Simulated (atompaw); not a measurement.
## B (Z = 5): one change to a PAW (atompaw) potential, before and after

* Element: B (Z = 5)
* Generator: atompaw 4.2.0.5
* Type: PAW
* Functional: LDA (PW92)
* Relativity: scalar-relativistic
* Frozen core: [He]
* Valence charge: 3
* Reference configuration: 2s1 2p2
* Partial waves: 2s (bound): rc 1.40 bohr; 2s channel at 2.7 Ry: rc 2.70 bohr; 2p (bound): rc 2.70 bohr; 2p channel at 0.25 Ry: rc 2.70 bohr
* Local potential: bessel scheme, radius 1.80 bohr
* Core correction: smooth core density matched at 1.65 bohr
* Augmentation charge: sinc compensation charge, radius 2.40 bohr; PAW radius 2.70 bohr; waves and projectors: custom rrkj vanderbiltortho

Change: all radii scaled by about 1.28 (s 1.80, p 3.46 bohr); local potential bessel scheme, radius 2.32 bohr; augmentation sinc compensation charge, radius 3.08 bohr; PAW radius 3.46 bohr; waves and projectors: custom rrkj vanderbiltortho; core correction smooth core density matched at 2.12 bohr.

Cutoffs: the cutoffs (Ry, on a coarse ladder) from which the occupation-weighted sum of valence levels, in a spherical-Bessel basis at the reference potential, stays within 10 and 1 mRy of its value at 400 Ry; they do not see the model core or the augmentation charge, which bear on the density cutoff.

Q: What does the change do?

A: The potential gets softer (8 Ry and 15 Ry → 6 Ry and 8 Ry); neither file shows a bound ghost. A larger radius leaves more room for a smooth pseudo-wave, so fewer plane waves are needed.

```
                            quantity            base         changed
                       cutoff, loose            8 Ry            6 Ry
                       cutoff, tight           15 Ry            8 Ry
                        bound ghosts            none            none
lowest overlap eigenvalue by channel  s 0.65, p 1.00  s 0.79, p 0.24
```

 The cutoffs see the waves, projectors and local potential, not the compensation charge or the core.
